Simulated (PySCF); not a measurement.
B3LYP has the VWN-RPA correlation part, as in Gaussian. 

# HBF, SMILES `[BH]F` (charge 0, multiplicity 2)

Calculation: B3LYP-D3(BJ)/def2-TZVP // PBE0-D3(BJ)/def2-TZVP in PySCF.

highest occupied spin orbital: -5.95 eV
dipole moment: 0.59 D
total energy: -3409.95 eV
cost: about 21 core-seconds (a rough figure)

```xyz
3

B     -0.0534     0.4092     0.0000
F      1.1168    -0.1589     0.0000
H     -1.0634    -0.2504     0.0000
```
Charge 0, spin multiplicity 2.
